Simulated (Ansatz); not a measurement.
CH5FSSn (`F[CH2][SnH2][SH]`). Total charge 0; spin multiplicity 1. Sn: def2 effective core potential. The structure was optimised at the PBE0-D4/def2-TZVP level. It is one conformer, not always the lowest.

```xyz
9

F    -0.213   -1.568    1.227
C    -0.301   -0.186    1.292
Sn   -0.297    0.610   -0.724
S     1.778   -0.064   -1.729
H     0.562    0.190    1.847
H    -1.217    0.079    1.826
H    -1.617   -0.023   -1.603
H    -0.290    2.316   -0.736
H     1.595   -1.355   -1.399
```

Problem. What is the dipole moment at PBE/def2-TZVPP? (Estimate.)

Solution. Ansatz gave: 1.99 D, with components (-1.28, 0.99, 1.16) D in this frame, pointing from negative to positive charge.

Problem. And with r2SCAN, B3LYP, ωB97M-V? (Estimate.)

Solution. The calculation gave: r2SCAN 2.09 D, B3LYP 2.09 D, ωB97M-V 2.12 D.

Problem. Give the Mulliken charges with PBE, B3LYP, r2SCAN in def2-TZVPP. (Estimate.)

Solution. The calculation gave: 
```
atom    PBE  B3LYP  r2SCAN
  F1  -0.20  -0.25   -0.24
  C2  -0.19  -0.18   -0.10
 Sn3   0.64   0.70    0.66
  S4  -0.39  -0.40   -0.40
  H5   0.12   0.12    0.09
  H6   0.11   0.12    0.09
  H7  -0.11  -0.12   -0.11
  H8  -0.11  -0.12   -0.11
  H9   0.12   0.12    0.12
```

B3LYP here is the variant with VWN-RPA as its local correlation; programs differ in this.
